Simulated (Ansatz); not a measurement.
All values below come from frozen-core CCSD(T)/cc-pVTZ // B3LYP-D3(BJ)/def2-TZVP run with Ansatz (an electronic-structure program).

Ansatz 0.2 input:
```yaml
crystal:
  periodic: [false, false, false]
  atoms:
    - { symbol: F, position_ang: [-0.599333, 1.18568, -0.517236] }
    - { symbol: C, position_ang: [-0.387375, -0.016336, 0.082013] }
    - { symbol: F, position_ang: [-1.297257, -0.891166, -0.412452] }
    - { symbol: S, position_ang: [1.260465, -0.684577, -0.297222] }
    - { symbol: H, position_ang: [-0.55413, 0.106743, 1.151868] }
    - { symbol: H, position_ang: [1.908008, 0.266565, 0.396379] }
basis:
  gaussian: { orbitals: cc-pVTZ }
correlation:
  method: ccsd_t
```

Output:

```
Functional definition: HF
908 factors; integrals over basis functions are off by at most 1.1e-3 eV
mean field evaluation 1: about -17291.1166 eV, gradient 3.4e1 eV
mean field evaluation 2: about -17291.2867 eV, gradient 3.4e1 eV
mean field evaluation 4: about -17293.7903 eV, gradient 3.1e0 eV
mean field evaluation 8: about -17293.8411 eV, gradient 2.5e-1 eV
mean field evaluation 16: about -17291.1167 eV, gradient 3.4e1 eV
mean field -17293.84147461 eV, -635.5369520052 hartree, gradient 2.3e-6 eV, S^2 0.000000; 0 other end points of the search recorded, 0 dependent functions left out
8 core orbitals not correlated
reference -17293.84147461 eV, -635.5369520052 hartree; 13, 13 occupied and 131, 131 virtual orbitals, 908 factors
second order -22.93972754 eV of doubles, -0.00000000 eV of singles
cycle   1  -22.96985057 eV  change   -3.0e-2 eV  update   9.6e-2
cycle   2  -23.47109842 eV  change   -5.0e-1 eV  update   2.8e-2
cycle   3  -23.58252218 eV  change   -1.1e-1 eV  update   1.4e-2
cycle   4  -23.56791736 eV  change    1.5e-2 eV  update   3.0e-3
cycle   5  -23.56684107 eV  change    1.1e-3 eV  update   1.4e-3
cycle   6  -23.56768404 eV  change   -8.4e-4 eV  update   4.4e-4
cycle   7  -23.56737106 eV  change    3.1e-4 eV  update   1.8e-4
cycle   8  -23.56728200 eV  change    8.9e-5 eV  update   5.1e-5
cycle   9  -23.56730879 eV  change   -2.7e-5 eV  update   2.1e-5
perturbative correction -0.84565025 eV, -0.0310770735 hartree
Total energy: -17318.25443365 eV, -636.4341117021 hartree
```

Cost: very roughly 60 core-seconds.
